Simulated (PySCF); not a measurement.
Stepwise substitution at one centre (Al Br-I). Isolated molecules, 0 K electronic values unless said otherwise. Strings in code marks are SMILES.

The numbers are results of PySCF with ωB97X-D3(BJ)/def2-TZVP // PBE0-D3(BJ)/def2-TZVP, not measurements. Excitations are Tamm–Dancoff values on a coarser integration grid. The basis has no diffuse functions, so Rydberg states are missing or too high.

```tsv
species	dipole moment (D)	S1–T1 gap (TDA) (eV)
0 of 3 Br replaced by I	0.00	…
1 of 3 Br replaced by I	0.40	0.36
2 of 3 Br replaced by I (`[Br][Al]([I])[I]`)	0.38	…
3 of 3 Br replaced by I	0.00	0.25
```

What belongs in the gaps?


- 0 of 3 Br replaced by I, S1–T1 gap (TDA) (eV): 0.30
- 2 of 3 Br replaced by I (`[Br][Al]([I])[I]`), S1–T1 gap (TDA) (eV): 0.31
